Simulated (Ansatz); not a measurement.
Basis-set extrapolation for C2H10B2Si, SMILES `CCBB[SiH3]` (PBE0-D4/def2-TZVP geometry, frozen core, Ansatz 0.2.0). Multiplicity 1, RHF reference.

|  | def2-TZVPP | def2-QZVPP |
| --- | --- | --- |
| HF | -419.865229 | -419.880352 |
| MP2 correlation | -0.675868 | -0.719301 |
| CCSD(T) correlation | -0.779179 | not run |

Energies in hartree. Use E(X) = E(∞) + A·exp(−7.88·√X) for Hartree–Fock and E(X) = E(∞) + B·X^(−2.97) for correlation, with X = 3 and 4, and add CCSD(T) minus MP2 of the smaller set to the MP2 limit.

Task: What is the CCSD(T) energy at the basis-set limit?

Result: HF limit: -419.880352 + (-0.015123) × 0.13774 = -419.88244. MP2 limit: -0.719301 + (-0.043433) × 0.74074 = -0.75147. Higher-order term: -0.779179 − (-0.675868) = -0.10331. Total: -420.73722 hartree, 243.7 kJ/mol below CCSD(T)/def2-TZVPP.
